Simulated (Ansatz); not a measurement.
C$_{6}$H$_{10}$O$_{6}$Sn, relaxed with RKS PBE-D4/def2-SVP in the Gaussian-basis code of Ansatz from a rough embedded geometry. The force threshold is 0.03 eV/Å; the program also tests the step.

Charge 0, multiplicity 1. Sn: def2 effective core potential. The bonds changed during the relaxation, so this is another structure than the one it started from.

Start:

```xyz
23

C    -0.983    1.406   -3.153
C    -0.443    0.883   -1.836
O     0.670    1.281   -1.458
O    -1.176    0.011   -1.033
Sn   -0.492   -0.732    0.675
O     1.293   -1.643    0.418
C     1.456   -2.683   -0.458
C     2.789   -3.290   -0.622
O     0.521   -3.135   -1.120
O    -0.231    0.808    1.965
C    -1.286    1.641    2.299
C    -1.060    2.800    3.250
O    -2.460    1.426    1.786
H    -2.075    1.192   -3.150
H    -0.742    2.419   -3.316
H    -0.540    0.725   -3.921
H    -1.632   -1.887    1.372
H     3.319   -2.874   -1.519
H     3.437   -3.124    0.247
H     2.734   -4.454   -0.808
H    -0.881    3.680    2.633
H    -1.973    2.982    3.849
H    -0.244    2.569    3.900
```

How much energy does the relaxation release, and in how many steps? (An estimate is asked.)

Ansatz gave: 47.93 kcal/mol, in 10 steps, 1 of them rejected.

Which bonds change most? (Estimate.)

Computed: O3–Sn5 from 3.155 to 2.214 Å; Sn5–O9 from 3.166 to 2.341 Å; Sn5–O13 from 3.125 to 2.338 Å; C2–Sn5 from 2.986 to 2.601 Å.

Give the relaxed structure. (An estimate is asked.)

Computed: 
```xyz
23

C    -0.944    1.265   -3.023
C    -0.836    0.564   -1.698
O     0.200    0.762   -0.958
O    -1.733   -0.246   -1.309
Sn   -0.521   -0.671    0.569
O     1.535   -1.464    0.799
C     1.449   -2.231   -0.231
C     2.634   -3.071   -0.628
O     0.376   -2.250   -0.907
O     0.167    0.691    2.175
C    -0.887    1.429    2.119
C    -1.000    2.624    3.028
O    -1.799    1.152    1.282
H    -2.001    1.339   -3.334
H    -0.471    2.263   -2.973
H    -0.397    0.665   -3.778
H    -1.485   -1.829    1.408
H     3.171   -2.554   -1.449
H     3.328   -3.200    0.221
H     2.294   -4.049   -1.016
H    -0.684    3.525    2.463
H    -2.053    2.772    3.333
H    -0.342    2.513    3.907
```
